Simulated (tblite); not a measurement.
Isomers of C7H7ClN (doublet state). Level: GFN2-xTB in tblite, geometry and Hessian alike; calculated harmonic values, unscaled, isolated species. The method is semi-empirical: single wavenumbers can be off by several per cent or more. One conformer each. Open shells enter through the occupations alone, without spin polarisation, and single modes of such species can be off by tens of per cent.

Electronic energies: GFN2-xTB at the same geometries; isomer energies are rough at this level and their order can be wrong.

```
                   SMILES  electronic energy, lowest = 0 (kcal/mol)
       N#CC/C=C/C=[C]\CCl                                      32.7
      N#CC/C=C/C=C/[CH]Cl                                       0.8
[H]/[C]=C(\C#N)C1(Cl)CCC1                                      30.6
      N#C[CH]/C=C/C=C/CCl                                       0.0
C=C/C=C/[C@@H](C#N)[CH]Cl                                      27.9
```

Problem. How do GFN2-xTB zero-point energies change the relative energies?

Solution. 
| SMILES | ZPE (kcal/mol) | of it from modes above 1550 cm⁻¹ | electronic (kcal/mol) | with ZPE, lowest = 0 (kcal/mol) | lowest mode (cm⁻¹) | rings |
| --- | --- | --- | --- | --- | --- | --- |
| N#C[CH]/C=C/C=C/CCl | 72.5 | 36.0 | 0.0 | 0.0 | 30 | 0 |
| N#CC/C=C/C=C/[CH]Cl | 72.4 | 36.1 | 0.8 | 0.7 | 26 | 0 |
| C=C/C=C/[C@@H](C#N)[CH]Cl | 71.7 | 38.8 | 27.9 | 27.2 | 29 | 0 |
| [H]/[C]=C(\C#N)C1(Cl)CCC1 | 73.4 | 36.3 | 30.6 | 31.5 | 30 | 1 |
| N#CC/C=C/C=[C]\CCl | 71.7 | 38.5 | 32.7 | 31.9 | 26 | 0 |

The zero-point energies span 1.7 kcal/mol, from `N#CC/C=C/C=[C]\CCl` to `[H]/[C]=C(\C#N)C1(Cl)CCC1`. The order is unchanged.

Problem. What do entropy and thermal enthalpy add at 298.15 K and 1 bar (rigid rotor, harmonic oscillator, one conformer each)?

Solution. 
```csv
SMILES,point group,symmetry number,S (cal/(mol K)),H − H(0) (kcal/mol),ZPE + H − H(0) − TS (kcal/mol)
N#C[CH]/C=C/C=C/CCl,C1,1,103.0,6.91,48.7
N#CC/C=C/C=C/[CH]Cl,C1,1,103.0,6.92,48.6
C=C/C=C/[C@@H](C#N)[CH]Cl,C1,1,105.0,7.19,47.6
[H]/[C]=C(\C#N)C1(Cl)CCC1,C1,1,98.7,6.54,50.5
N#CC/C=C/C=[C]\CCl,C1,1,106.8,7.25,47.1
```

S holds R ln(2S + 1) for the spin.
